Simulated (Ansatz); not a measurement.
```yaml
crystal:
  periodic: [false, false, false]
  atoms:
    - {symbol: C, position_ang: [-0.607321, 4.195909, 0.795337]}
    - {symbol: In, position_ang: [-0.144609, -0.469047, 0.450402]}
    - {symbol: N, position_ang: [1.688702, -2.581694, -2.996846]}
    - {symbol: S, position_ang: [-1.435257, -3.682011, 4.427524]}
    - {symbol: H, position_ang: [1.553048, 5.228603, 0.638086]}
    - {symbol: H, position_ang: [-1.981312, 5.020375, -0.990022]}
    - {symbol: H, position_ang: [-1.606468, 4.774727, 2.894552]}
    - {symbol: H, position_ang: [1.356666, -4.761082, -3.244416]}
    - {symbol: H, position_ang: [1.739995, -1.600987, -4.986563]}
    - {symbol: H, position_ang: [-0.563422, -6.124814, 3.011945]}
basis:
  gaussian: {orbitals: def2-mTZVPP}
total_charge: 1
magnetization: {spin_polarized: true, initial_magnetization: 1}
hamiltonian: {xc: {name: r2SCAN}}
output: {forces: true}
```

```sh
$ ansatz run in.yaml --threads 4 --pin off --events-out ev --progress --plain --max-ram 10444MiB
```

Shortened log:

```
Functional definition: r2SCAN
1298 factors; their error is unknown
mean field evaluation 1: about -18510.7368 eV, gradient 9.7e1 eV
mean field evaluation 2: about -17956.9506 eV, gradient 1.1e2 eV
mean field evaluation 4: about -18252.0129 eV, gradient 1.1e2 eV
mean field evaluation 8: about -18588.7369 eV, gradient 1.8e1 eV
mean field evaluation 16: about -18599.1465 eV, gradient 1.6e-1 eV
mean field evaluation 32: about -18599.5100 eV, gradient 3.6e-4 eV
mean field -18599.84010512 eV, -683.5315164388 hartree, gradient 6.6e-7 eV, S^2 5.687155; 11 other end points of the search recorded, 0 dependent functions left out
reference -18599.84013501 eV, -683.5315175372 hartree; 28, 27 occupied and 108, 109 virtual orbitals, 1298 factors
Total energy: -18599.84013501 eV, -683.5315175372 hartree
Atom 0 at    -0.607321     4.195909     0.795337 Å, force     0.001296     0.783554    -0.102843 eV/Å
Atom 1 at    -0.144609    -0.469047     0.450402 Å, force    -0.003688     0.004022     0.033453 eV/Å
Atom 2 at     1.688702    -2.581694    -2.996846 Å, force    -0.154797    -0.429733    -0.814864 eV/Å
Atom 3 at    -1.435257    -3.682011     4.427524 Å, force     0.162935    -0.321788    -0.301729 eV/Å
Atom 4 at     1.553048     5.228603     0.638086 Å, force    -0.826348    -0.388089     0.052959 eV/Å
Atom 5 at    -1.981312     5.020375    -0.990022 Å, force     0.531178    -0.308511     0.679399 eV/Å
Atom 6 at    -1.606468     4.774727     2.894552 Å, force     0.305774    -0.185544    -0.641611 eV/Å
Atom 7 at     1.356666    -4.761082    -3.244416 Å, force     0.141728     0.901142     0.066086 eV/Å
Atom 8 at     1.739995    -1.600987    -4.986563 Å, force    -0.020372    -0.436604     0.804147 eV/Å
Atom 9 at    -0.563422    -6.124814     3.011945 Å, force    -0.137707     0.381551     0.225003 eV/Å
Dipole moment:     0.042296     0.301379    -0.398340 e Å
```

In this input the geometry is stretched to more than twice its size. The calculation finished and met its thresholds. The result belongs to that input, not to the molecule as meant.
